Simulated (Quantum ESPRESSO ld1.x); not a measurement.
Results of a calculation; reference values are marked as such.
One sound ld1.x (Quantum ESPRESSO 7.5) input for neutral rhenium gives E = -16682.724 hartree in 27 iterations:

```
 &input
    zed=75.0,
    iswitch=1,
    rel=1,
    lsd=1,
    dft='PZ',
    config='[Xe] 4f14 5d5 6s2',
    verbosity='high',
    prefix='ld1',
    max_out_wfc=37,
    file_charge='ld1.rho',
 /
```

Changed or added lines, one case at a time, and what came of them:

- beta=0.005: not converged. So little new potential is mixed in that the limit of 200 iterations comes first; the energy is off by less than 1e-5 hartree.
- dft='PBEE': silently wrong. The misspelt name is not refused: the parser picks the pieces it recognises inside the string (index line 0 0 3 4 0 0 0), so another functional than the one meant is run.
- config='[Xe] 4f14 5d5 6s2 1s1': refused. The program stops in occ_spin with "wrong occupations": the bracketed core already holds 1s.
- isic=1 latt=1: refused. The program stops in ld1_readin with "isic and latter correction not allowed": the two corrections exclude each other.
- xmin=-1.0: refused. The program stops in ld1_readin with "wrong xmin": xmin is refused above -2.
- rel=2 cau_fact=51.17 (without lsd): crashed. The program stops in dirsol with "no classical turning point found": with c below Z the Dirac equation of a point nucleus has no 1s solution.
- config='[Xe] 4f14 5d5 6s': refused. The program stops in el_config with "no occupancy field?": each term needs its occupation.
